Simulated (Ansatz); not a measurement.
Cost and result up the ladder for BMe2(dmap) (C₇H₁₈BNO) (28 atoms). Total charge 0; singlet. Geometry: PBE-D4/def2-SVP.

```xyz
28

B    -0.832    0.268   -0.562
C    -2.005   -0.062    0.516
H    -1.740   -0.766    1.335
H    -2.826   -0.554   -0.048
H    -2.453    0.840    0.986
C    -1.227    1.452   -1.584
H    -0.495    1.603   -2.405
H    -1.392    2.431   -1.082
H    -2.192    1.197   -2.070
O    -0.263   -0.899   -1.253
C     0.674   -1.603   -0.479
C     0.172   -2.977   -0.032
C     1.045   -0.693    0.726
N     0.622    0.682    0.337
C     0.401    1.558    1.502
C     1.619    1.288   -0.575
H     1.592   -1.766   -1.099
H    -0.096   -3.582   -0.919
H     0.947   -3.527    0.543
H    -0.734   -2.875    0.599
H     0.467   -0.977    1.626
H     2.124   -0.718    0.985
H     1.351    1.748    2.045
H    -0.327    1.088    2.185
H    -0.015    2.522    1.151
H     1.695    0.667   -1.485
H     1.282    2.299   -0.867
H     2.609    1.358   -0.076
```

Ansatz on 4 threads of Intel Xeon Platinum 8259CL on a shared host. Times are rough, and most runs start from the orbitals of an earlier one. ωB97X-V/def2-TZVP serves as the yardstick here, not as an exact answer. Differences are given only for rows in sets of like size (and for xTB, whose basis is part of the method), since another set adds its own error. Binding counts from free atoms at the same level (B doublet, C triplet, H doublet, O triplet, N quartet; other spins of the atoms weren't run), without zero-point energy or a counterpoise term.

Correlated methods freeze 10 core orbitals. The rows differ in basis, and correlated rows in double-zeta sets carry the largest basis error.

Correlated methods converge slowly with the basis, most of all in double-zeta sets.

```
                     level  functions  wall time
                 HF/STO-3G         68     0.75 s
           PBE-D4/def2-SVP        230      3.9 s
          PBE0-D4/def2-SVP        230        6 s
              MP2/def2-SVP        230        6 s
          PBE-D4/def2-TZVP        418        8 s
       r2SCAN-D4/def2-TZVP        418       12 s
         PBE0-D4/def2-TZVP        418       15 s
HF/def2-TZVP (with forces)        418       20 s
         ωB97X-V/def2-TZVP        418       29 s
```

**Question.** Estimate what each level gives for the binding energy per atom (eV).

**Answer.** 
| level | binding energy per atom (eV) | difference from ωB97X-V/def2-TZVP (eV) |
| --- | --- | --- |
| HF/STO-3G | 3.82 | – |
| PBE-D4/def2-SVP | 4.27 | – |
| PBE0-D4/def2-SVP | 4.21 | – |
| MP2/def2-SVP | 4.01 | – |
| PBE-D4/def2-TZVP | 4.22 | 0.08 |
| r2SCAN-D4/def2-TZVP | 4.14 | 0.00 |
| PBE0-D4/def2-TZVP | 4.16 | 0.02 |
| HF/def2-TZVP (with forces) | 3.06 | -1.08 |
| ωB97X-V/def2-TZVP | 4.14 | 0.00 |
